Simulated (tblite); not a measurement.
Species: C3H6O3Si2.
SMILES with atom numbers: `[CH2:1]=[CH:2][Si@H:3]1[O:4][SiH2:5][O:6][C:7]1=[O:8]` (hydrogens: H9, H10 on C1; H11 on C2; H12 on Si3; H13, H14 on Si5)

A start from a force field or distance geometry was refined with GFN2-xTB geometry optimisation, gas phase in tblite 0.8.0. Values at the start:

| coordinate | start |
| --- | --- |
| C1=C2 | 1.336 Å |
| C1–H9 | 1.083 Å |
| C1–H10 | 1.075 Å |
| C2–Si3 | 1.796 Å |
| C2–H11 | 1.112 Å |
| Si3–O4 | 1.726 Å |
| Si3–C7 | 1.850 Å |
| Si3–H12 | 1.477 Å |
| O4–Si5 | 1.717 Å |
| Si5–O6 | 1.736 Å |
| Si5–H13 | 1.481 Å |
| Si5–H14 | 1.440 Å |
| O6–C7 | 1.410 Å |
| C7=O8 | 1.251 Å |
| C2–Si3–O4 | 114.3° |
| C2–Si3–C7 | 114.3° |
| Si3–O4–Si5 | 99.6° |
| Si3–C7–O8 | 124.5° |
| O4–Si3–C7 | 98.7° |
| O4–Si5–O6 | 104.0° |
| Si5–O6–C7 | 111.1° |
| O6–C7–O8 | 127.6° |
| C2–Si3–O4–Si5 | 162° |
| C2–Si3–C7–O6 | -156° |
| Si3–O4–Si5–O6 | -36° |
| O4–Si5–O6–C7 | 16° |

Question: How do these coordinates change at the GFN2-xTB level?

Answer: 
```tsv
coordinate	GFN2-xTB (Å or °)	change
Si5–O6	1.645	-0.091
Si3–C7	1.933	+0.083
Si3–O4	1.644	-0.082
O4–Si5	1.639	-0.078
C2–Si3	1.873	+0.077
O6–C7	1.357	-0.053
C7=O8	1.198	-0.053
Si5–H13	1.448	-0.033
C2–H11	1.084	-0.028
Si3–H12	1.457	-0.020
C1=C2	1.326	-0.010
Si5–H14	1.449	+0.009
C1–H9	1.077	-0.006
C1–H10	1.079	+0.004
Si3–O4–Si5	117.3	+17.7
Si5–O6–C7	118.3	+7.2
O6–C7–O8	120.9	-6.7
Si3–C7–O8	129.7	+5.2
O4–Si3–C7	94.2	-4.5
C2–Si3–O4	110.2	-4.1
O4–Si5–O6	100.8	-3.2
C2–Si3–C7	112.4	-1.9
C2–Si3–O4–Si5	117	-45
C2–Si3–C7–O6	-115	+41
Si3–O4–Si5–O6	-1	+35
O4–Si5–O6–C7	0	-16
```

The energy falls by 25.9 kcal/mol over 78 L-BFGS steps, the largest force on an atom goes from 3.98 to 0.008 eV/Å, and the atoms move by 0.613 Å rms after alignment. The bond that changes most is Si5–O6 (oxygen-bound silicon to oxygen singly bound to a carbonyl carbon), which shortens by 0.091 Å. Bonds longer at the end by more than 0.005 Å: 3 of 14; shorter: 10. Among the dihedrals that turn most is Si3–O4–Si5–H14, from -162° to -114°. Rotational constants go from 2667, 1199, 870.4 to 2352, 1209, 896.2 MHz.

On one thread, Arm Neoverse V1 (aarch64), on a shared host, this took 0.6 s.

GFN2-xTB frequencies show an imaginary mode (29i cm⁻¹), so the point is no minimum at that level.

The numbers are calculated, not measured.
